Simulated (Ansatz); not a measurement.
Ansatz (an electronic-structure program) input (B3LYP-D3(BJ)/def2-TZVP):

Ansatz 0.2 input:
```yaml
crystal:
  periodic: [false, false, false]
  atoms:
    - {symbol: C, position_ang: [-1.76506573, 0.39316488, -0.27393059]}
    - {symbol: C, position_ang: [-0.47731013, -0.24926617, 0.20022192]}
    - {symbol: O, position_ang: [0.63267034, 0.47779464, -0.41428235]}
    - {symbol: C, position_ang: [1.83979637, 0.22206869, -0.23621896]}
    - {symbol: O, position_ang: [2.37231206, -0.67675172, 0.47789937]}
    - {symbol: H, position_ang: [-1.84300738, 0.34336043, -1.35587980]}
    - {symbol: H, position_ang: [-2.60839105, -0.13646643, 0.15962583]}
    - {symbol: H, position_ang: [-1.81274482, 1.43309402, 0.03507061]}
    - {symbol: H, position_ang: [-0.38282269, -0.17705986, 1.28900307]}
    - {symbol: H, position_ang: [-0.42489689, -1.29671580, -0.11579448]}
    - {symbol: H, position_ang: [2.54860294, 0.86492846, -0.77344120]}
    - {symbol: H, position_ang: [1.80190530, -1.28976234, 0.98763189]}
basis:
  gaussian:
    orbitals: def2-TZVP
hamiltonian:
  xc: b3lyp
  dispersion: d3bj
total_charge: 1
relax: {f_tol: 0.002, max_steps: 150}
```

Output:

```
Functional definition: B3LYP
integrals: 0.10 GiB planned
1150 factors; their error is unknown
mean field: 0.97 GiB planned
mean field evaluation 1: about -7299.2556 eV, gradient 9.1e1 eV
mean field evaluation 2: about -7287.3900 eV, gradient 1.2e2 eV
mean field evaluation 4: about -7314.4687 eV, gradient 8.8e0 eV
mean field evaluation 8: about -7314.5985 eV, gradient 1.8e-1 eV
mean field evaluation 16: about -7314.5839 eV, gradient 8.1e-5 eV
mean field -7314.58394428 eV, -268.8060019493 hartree, gradient 1.4e-5 eV, S^2 0.000000; 0 other end points of the search recorded, 0 dependent functions left out
the calculation of the forces begins
reference -7314.58418683 eV, -268.8060108629 hartree; 20, 20 occupied and 177, 177 virtual orbitals, 1150 factors
relax step   1: F+E_penalty+E_count = -7314.90875524 eV  Δ(F+E_penalty+E_count) = +0.000e0 eV  max|allowed force component| = 1.143e0 eV/Å  Δτ_max = 0.0000 Å  (31 SCF iters, accepted)
these checks for a lower state are left out or cut short: starts, cluster_reference, orbital_swaps, neighbouring_geometries, increment
integrals: 0.10 GiB planned
1150 factors; their error is unknown
mean field: 0.97 GiB planned
mean field -7314.61624260 eV, -268.8071888905 hartree, gradient 1.3e-5 eV, S^2 0.000000; 0 other end points of the search recorded, 0 dependent functions left out
the calculation of the forces begins
reference -7314.61648407 eV, -268.8071977644 hartree; 20, 20 occupied and 177, 177 virtual orbitals, 1150 factors
relax step   2: F+E_penalty+E_count = -7314.94161904 eV  Δ(F+E_penalty+E_count) = -3.286e-2 eV  max|allowed force component| = 6.214e-1 eV/Å  Δτ_max = 0.0402 Å  (33 SCF iters, accepted)
these checks for a lower state are left out or cut short: starts, cluster_reference, orbital_swaps, neighbouring_geometries, increment
integrals: 0.10 GiB planned
1150 factors; their error is unknown
mean field: 0.97 GiB planned
mean field evaluation 32: about -7314.6347 eV, gradient 1.4e-5 eV
mean field -7314.63470042 eV, -268.8078672028 hartree, gradient 1.4e-5 eV, S^2 0.000000; 0 other end points of the search recorded, 0 dependent functions left out
the calculation of the forces begins
reference -7314.63494064 eV, -268.8078760310 hartree; 20, 20 occupied and 177, 177 virtual orbitals, 1150 factors
relax step   3: F+E_penalty+E_count = -7314.96048837 eV  Δ(F+E_penalty+E_count) = -1.887e-2 eV  max|allowed force component| = 1.324e-1 eV/Å  Δτ_max = 0.0715 Å  (34 SCF iters, accepted)
these checks for a lower state are left out or cut short: starts, cluster_reference, orbital_swaps, neighbouring_geometries, increment
integrals: 0.10 GiB planned
1150 factors; their error is unknown
mean field: 0.97 GiB planned
mean field -7314.63496458 eV, -268.8078769108 hartree, gradient 1.5e-5 eV, S^2 0.000000; 0 other end points of the search recorded, 0 dependent functions left out
the calculation of the forces begins
reference -7314.63520448 eV, -268.8078857268 hartree; 20, 20 occupied and 177, 177 virtual orbitals, 1150 factors
relax step   4: F+E_penalty+E_count = -7314.96122473 eV  Δ(F+E_penalty+E_count) = -7.364e-4 eV  max|allowed force component| = 5.986e-2 eV/Å  Δτ_max = 0.0138 Å  (34 SCF iters, accepted)
these checks for a lower state are left out or cut short: starts, cluster_reference, orbital_swaps, neighbouring_geometries, increment
integrals: 0.10 GiB planned
1150 factors; their error is unknown
mean field: 0.97 GiB planned
mean field -7314.63535013 eV, -268.8078910794 hartree, gradient 1.5e-5 eV, S^2 0.000000; 0 other end points of the search recorded, 0 dependent functions left out
the calculation of the forces begins
reference -7314.63559005 eV, -268.8078998964 hartree; 20, 20 occupied and 177, 177 virtual orbitals, 1150 factors
relax step   5: F+E_penalty+E_count = -7314.96145746 eV  Δ(F+E_penalty+E_count) = -2.327e-4 eV  max|allowed force component| = 2.171e-2 eV/Å  Δτ_max = 0.0054 Å  (34 SCF iters, accepted)
these checks for a lower state are left out or cut short: starts, cluster_reference, orbital_swaps, neighbouring_geometries, increment
integrals: 0.10 GiB planned
1150 factors; their error is unknown
mean field: 0.97 GiB planned
mean field -7314.63536367 eV, -268.8078915768 hartree, gradient 1.5e-5 eV, S^2 0.000000; 0 other end points of the search recorded, 0 dependent functions left out
the calculation of the forces begins
reference -7314.63560360 eV, -268.8079003941 hartree; 20, 20 occupied and 177, 177 virtual orbitals, 1150 factors
relax step   6: F+E_penalty+E_count = -7314.96150860 eV  Δ(F+E_penalty+E_count) = -5.113e-5 eV  max|allowed force component| = 1.048e-2 eV/Å  Δτ_max = 0.0059 Å  (35 SCF iters, accepted)
these checks for a lower state are left out or cut short: starts, cluster_reference, orbital_swaps, neighbouring_geometries, increment
integrals: 0.10 GiB planned
1150 factors; their error is unknown
mean field: 0.97 GiB planned
mean field -7314.63540898 eV, -268.8078932422 hartree, gradient 1.5e-5 eV, S^2 0.000000; 0 other end points of the search recorded, 0 dependent functions left out
the calculation of the forces begins
reference -7314.63564893 eV, -268.8079020599 hartree; 20, 20 occupied and 177, 177 virtual orbitals, 1150 factors
relax step   7: F+E_penalty+E_count = -7314.96152666 eV  Δ(F+E_penalty+E_count) = -1.807e-5 eV  max|allowed force component| = 1.624e-3 eV/Å  Δτ_max = 0.0019 Å  (35 SCF iters, accepted)
integrals: 0.10 GiB planned
1150 factors; their error is unknown
mean field: 0.97 GiB planned
mean field evaluation 64: about -7314.6354 eV, gradient 3.1e-4 eV
mean field -7314.63540898 eV, -268.8078932422 hartree, gradient 1.5e-5 eV, S^2 0.000000; 1 other end points of the search recorded, 0 dependent functions left out
the calculation of the forces begins
reference -7314.63564893 eV, -268.8079020599 hartree; 20, 20 occupied and 177, 177 virtual orbitals, 1150 factors
Total energy: -7314.96176660 eV, -268.8198866635 hartree
Atom 0 at    -1.763077     0.383053    -0.266934 Å, force    -0.000654    -0.000917     0.000610 eV/Å
Atom 1 at    -0.487020    -0.251411     0.203206 Å, force    -0.000991    -0.000499     0.000127 eV/Å
Atom 2 at     0.650944     0.511891    -0.436051 Å, force     0.001624    -0.001413     0.001261 eV/Å
Atom 3 at     1.858431     0.234202    -0.243471 Å, force    -0.001086     0.001487    -0.001146 eV/Å
Atom 4 at     2.336199    -0.697852     0.490850 Å, force     0.000600     0.000252    -0.000476 eV/Å
Atom 5 at    -1.860966     0.315727    -1.349221 Å, force     0.000172     0.000598    -0.000199 eV/Å
Atom 6 at    -2.594773    -0.158616     0.187121 Å, force     0.000111    -0.000015    -0.000062 eV/Å
Atom 7 at    -1.822848     1.424858     0.043783 Å, force     0.000373     0.000087    -0.000555 eV/Å
Atom 8 at    -0.339654    -0.161084     1.280031 Å, force    -0.000385     0.000750     0.000408 eV/Å
Atom 9 at    -0.378177    -1.284063    -0.130274 Å, force     0.000020     0.000455    -0.000398 eV/Å
Atom 10 at     2.596876     0.848712    -0.753484 Å, force     0.000159    -0.000528     0.000379 eV/Å
Atom 11 at     1.685113    -1.257030     0.954349 Å, force     0.000057    -0.000258     0.000052 eV/Å
Dipole moment:     0.222704    -0.227025     0.175470 e Å
```

It need not be the lowest isomer of its formula.
